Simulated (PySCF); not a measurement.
Compound: C3H10Si2.
Geometry (PBE0-D3(BJ)/def2-SVP, Å), atoms numbered from 1 in this order:
```xyz
15
C3H10Si2 angstrom
C      0.334   -1.148   -0.346
C     -1.042   -0.756    0.213
Si    -1.296    1.122   -0.012
Si     1.009    1.562    0.004
C      1.459   -0.279    0.236
H      0.324   -1.044   -1.446
H      0.536   -2.214   -0.149
H     -1.082   -0.976    1.295
H     -1.850   -1.340   -0.255
H     -1.950    1.435   -1.323
H     -2.110    1.738    1.081
H      1.524    2.429    1.108
H      1.525    2.098   -1.295
H      1.553   -0.467    1.320
H      2.435   -0.527   -0.211
```

Computed, not measured: PySCF 2.14.0, density-fitted response routines, TDDFT PBE0/def2-SVPD, vertical, gas phase, core orbitals frozen in the response.

Kohn–Sham orbitals with the atoms that hold most of them (Löwdin shares over 4%, at most four atoms; ? is withheld):

```json
{"orbital": "LUMO+2", "ε (eV)": "0.58", "atoms": "Si3 25%, Si4 25%, H12 8%, H11 8%"}
{"orbital": "LUMO+1", "ε (eV)": "0.31", "atoms": "Si4 27%, Si3 27%, H13 8%, H10 8%"}
{"orbital": "LUMO", "ε (eV)": "0.10", "atoms": "?"}
{"orbital": "HOMO", "ε (eV)": "-7.42", "atoms": "?"}
{"orbital": "HOMO-1", "ε (eV)": "-8.61", "atoms": "C1 18%, Si4 16%, Si3 16%, H7 10%"}
{"orbital": "HOMO-2", "ε (eV)": "-8.78", "atoms": "C2 19%, C5 19%, Si4 15%, Si3 15%"}
{"orbital": "HOMO-3", "ε (eV)": "-9.13", "atoms": "Si4 20%, Si3 20%, H12 15%, H11 15%"}
```

(1) Which atoms hold the HOMO, and with what shares?

(2) Which atoms hold the LUMO, and with what shares?

(3) The HOMO–LUMO gap is 7.53 eV. Where does the response calculation put the lowest singlet, and from which orbitals?

(4) One configuration dominates each of S1, S2, S5 and S6. Which, and how do the shares of the two leading atoms of either orbital change from the occupied to the empty one?

## Answers

(1) Si4 (bonded to C, Si and 2 H) 29%; Si3 (bonded to C, Si and 2 H) 29%; C5 (bonded to C, Si and 2 H) 11%; C2 (bonded to C, Si and 2 H) 11%. By element: silicon 57%, carbon 22% or more.

(2) Si4 (bonded to C, Si and 2 H) 19%; Si3 (bonded to C, Si and 2 H) 19%; C5 (bonded to C, Si and 2 H) 9%; C2 (bonded to C, Si and 2 H) 9%. By element: silicon 39%, carbon 18% or more.

(3) S1 is at 6.34 eV (f = 0.031), 1.19 eV below the gap, made of HOMO→LUMO (78%), HOMO→LUMO+1 (19%). Without the coupling terms of the response equations the lowest excitation would equal the gap.

(4) 
- S1 (6.34 eV, f 0.031), HOMO→LUMO (78%): Si4 29% → 19%, Si3 29% → 19%
- S2 (6.45 eV, f 0.033), HOMO→LUMO+1 (78%): Si4 29% → 27%, Si3 29% → 27%
- S5 (7.51 eV, f 0.019), HOMO-1→LUMO (82%): C1 18% → at most 9%, Si4 16% → 19%, Si3 16% → 19%
- S6 (7.65 eV, f 0.014), HOMO-2→LUMO (73%): C2 19% → 9%, C5 19% → 9%, Si4 15% → 19%, Si3 15% → 19%

One conformer stands for the species.
